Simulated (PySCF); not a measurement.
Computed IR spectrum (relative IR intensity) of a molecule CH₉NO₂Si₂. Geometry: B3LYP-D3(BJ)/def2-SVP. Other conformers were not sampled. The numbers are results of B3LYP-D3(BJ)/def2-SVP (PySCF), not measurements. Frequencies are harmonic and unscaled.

Lines under 2 % of the strongest are left out, and lines within 2 cm⁻¹ are merged.

ν (cm⁻¹): 253 (w), 310 (m), 397 (w), 434 (m), 652 (w), 658 (m), 769 (vw), 785 (w), 838 (m), 890 (w), 912 (vs), 944 (m), 976 (m), 993 (m), 1059 (s), 1146 (w), 1153 (w), 1397 (w), 1500 (vw), 2243 (m), 2248 (m), 2251 (m), 2261 (m), 2998 (w), 3069 (w), 3091 (w), 3588 (vw), 3869 (w) (against the strongest line: vs over 80 %, s over 45 %, m over 15 %, w over 4 %, vw less)

Task: Identify the compound among the candidates.
(A) CN([SiH3])[SiH](O)O
(B) CN[SiH2]O[SiH2]O
(C) C[SiH2]N[SiH](O)O
(D) CN[SiH2][SiH](O)O

Result: B, CN[SiH2]O[SiH2]O
